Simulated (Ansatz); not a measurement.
Molecule: C₂H₆FSi, charge 0, multiplicity 2. It need not be the lowest isomer of its formula. 
Geometry from a B3LYP-D3(BJ)/def2-TZVP (Ansatz, an electronic-structure program) optimisation:
```
Si
F 1 1.6217
C 1 1.8758 2 107.19
H 3 1.0904 1 111.49 2 60.84
H 3 1.0918 4 108.31 1 -121.75
H 3 1.0947 4 108.31 5 -117.38
C 1 1.8758 2 107.19 3 -120.33
H 7 1.0904 1 111.49 2 -60.84
H 7 1.0918 8 108.31 1 121.75
H 7 1.0947 8 108.31 9 117.38
```
Charge 0, spin multiplicity 2.

Basis-set convergence of Hartree-Fock and CCSD correlation energies (hartree) with Ansatz. Valence correlation only, unless marked. UHF or UKS for open shells. Spin-orbit coupling is left out. No relativistic terms.

```csv
basis,functions,E(HF),"E(corr, CCSD)"
def2-SVP,90,-467.41023,-0.59776
def2-TZVPP,219,-467.73696,-0.74359
def2-QZVPP,421,-467.75506,-0.79123
```

Extrapolating the two largest sets (X = 3 and 4) as X^-3: E(corr) = (64·(-0.79123) - 27·(-0.74359))/37 = -0.8260 Eh, an estimate of the basis-set limit. The largest set recovers 95.8 % of it, the smallest 72.4 %.
